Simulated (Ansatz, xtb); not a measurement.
**Relative energy of two isomers of FH4OSi2−**

We compare a, `F[SiH-]O[SiH3]`, a singlet, with b, `[O-][Si@H](F)[SiH3]`, a singlet. Both are isolated ions in the gas phase, relaxed with B3LYP-D3(BJ)/def2-SVPD; the shapes shown needn't be the lowest conformers.

a (Å):

```
atom    x (Å)   y (Å)    z (Å)
   F   0.3403  3.2020  -0.0892
   O  -0.9386  2.3260   2.0482
  Si  -0.1163  3.8093   1.4830
  Si  -1.9593  1.2982   1.2768
   H  -1.4199  4.5069   0.9522
   H  -2.7639  0.5290   2.2904
   H  -1.2599  0.2603   0.4487
   H  -2.9423  1.9877   0.3778
```

b (Å):

```tsv
atom	x (Å)	y (Å)	z (Å)
F	0.4819	4.1888	0.5674
O	-1.0933	2.6945	-1.1845
Si	-0.8904	3.2341	0.2810
Si	-0.5559	1.5101	1.9010
H	-1.9544	4.1518	0.8525
H	0.6278	0.6288	1.6097
H	-0.3418	1.9773	3.3207
H	-1.7237	0.5646	2.0021
```

Energies in hartree; the thermal terms are from B3LYP-D3(BJ)/def2-SVPD harmonic frequencies (ideal gas, rigid rotor, one conformer each, 200 K, 1 atm) and include the zero-point energy:

```
                               a           b
E, CCSD(T)/def2-SVPD  −754.977506  −754.974699
    E, MP2/def2-SVPD  −754.919637  −754.920680
  E, MP2/def2-TZVPPD  −755.481118  −755.483800
   zero-point energy     0.038515     0.038236
        H(200 K) − E     0.042720     0.042343
        G(200 K) − E     0.019508     0.019625
```

**Question.** Correct the CCSD(T) difference for the basis set by the MP2 change, then work out ΔE, ΔE₀, ΔH and ΔG for a → b in kcal/mol (1 Eh = 627.51 kcal/mol) and the equilibrium ratio [b]/[a].

**Answer.** 1. Differences b − a: CCSD(T) +0.002807, MP2 in the small set −0.001043, MP2 in the large set −0.002682 Eh.
2. ΔE = +0.002807 + (−0.002682 − (−0.001043)) = +0.001168 Eh = +0.73 kcal/mol.
3. ΔE₀ = ΔE + ΔZPE = +0.001168 + (−0.000279) Eh = +0.56 kcal/mol.
4. ΔH = ΔE + (−0.000377) Eh = +0.50 kcal/mol.
5. ΔG = ΔE + (+0.000117) Eh = +0.81 kcal/mol, so ΔS = (ΔH − ΔG)/T = −6.5 J/(mol K).
6. kT = 0.6334 mEh, so K = [b]/[a] = exp(−ΔG/kT) = exp(−2.03) ≈ 0.13.

The two are too close for this level to say which is favoured. An error of 1 kcal/mol in ΔG would change K by a factor of 12. Mirror images and further conformers aren't counted.

As drawn, b has 1 Si–Si in place of 1 O–Si.

Other levels gave ΔE = −11.8 (GFN2-xTB); +28.0 (HF/STO-3G, GFN2-xTB geometries); −4.1 (r2SCAN-D4/def2-SVPD, GFN2-xTB geometries); +0.6 (B3LYP-D3(BJ)/def2-SVPD); +6.4 (HF/def2-SVPD); −0.7 (MP2/def2-SVPD); +1.8 (CCSD(T)/def2-SVPD) kcal/mol. The correlated steps freeze 12 core orbitals. Programs: Ansatz 0.2.0, xtb 6.7.1.
